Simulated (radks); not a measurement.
Values are calculated unless marked as measured or tabulated.
Spherical quantum dot in the effective-mass picture: electrons in a hard-walled sphere of radius 6.39, all in effective atomic units (hartree* = m*/eps^2 hartree, bohr* = eps/m* bohr), one dielectric constant everywhere. Level of theory: non-relativistic Kohn-Sham, LDA (Slater exchange, Perdew-Wang correlation), spin-polarised, spherical densities (a radial shooting solver with Libxc functionals). Levels are named by radial order and angular momentum (1s, 1p, 1d, 2s, ...), and open shells are averaged over m. At N = 1 the configuration is 1s(up 1, down 0). Does electron 2 go into 1s down or 1p up?

Answer. Into 1s down. The total energies of the other choices lie higher by 0.0763 hartree* (1p up).
